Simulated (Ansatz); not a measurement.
Reaction (ligand exchange at the Si–O bond): `CO[Si]Br` + dimethylamine → `CN(C)[Si]Br` + CH₃OH

Isolated molecules relaxed with PBE0-D4/def2-TZVP in Ansatz; ΔE leaves out vibrations. CBS: MP2 limit from def2 TZ/QZ plus the TZ coupled-cluster correction, frozen cores. This one scheme is used for every species. DFT in def2-TZVPP. For Br outer-core shells are correlated without core-valence functions, which leaves a few kJ/mol of doubt a bond. Scalar relativity is left out up to krypton. One conformer a species, not always the lowest.

CCSD(T)/CBS gives +24.9 kJ/mol.

**Question.** Another level gave +31.2 kJ/mol. Which?
A. SCS-MP2/def2-TZVPP
B. BHLYP/def2-TZVPP
C. revPBE-D4/def2-TZVPP
D. BLYP-D4/def2-TZVPP

**Answer.** D. BLYP-D4 31.2, BHLYP 40.0, revPBE-D4 21.9, SCS-MP2/def2-TZVPP 26.3 kJ/mol.

Largest T1 diagnostic among the species: 0.012.

The D4 term adds −6.6 kJ/mol with B3LYP and −3.7 kJ/mol with PBE0; it sums over pairs of atoms, weighted by their polarisabilities, and B3LYP, whose exchange is more repulsive, gets the larger term. In def2-TZVPP, CCSD(T) changes the Hartree–Fock value by −21.7 kJ/mol (the triples alone add −3.6 kJ/mol) and MP2 by −25.1 kJ/mol. Leaving LDA and LC-ωPBE aside and taking each functional with its dispersion term where it has one, the values, not all of them listed here, spread over 13.1 kJ/mol, from revPBE-D4 to CAM-B3LYP-D4. LDA lies −6.4 kJ/mol from PBE without D4.

B3LYP here is the variant with VWN-RPA as its local correlation; programs differ in this.
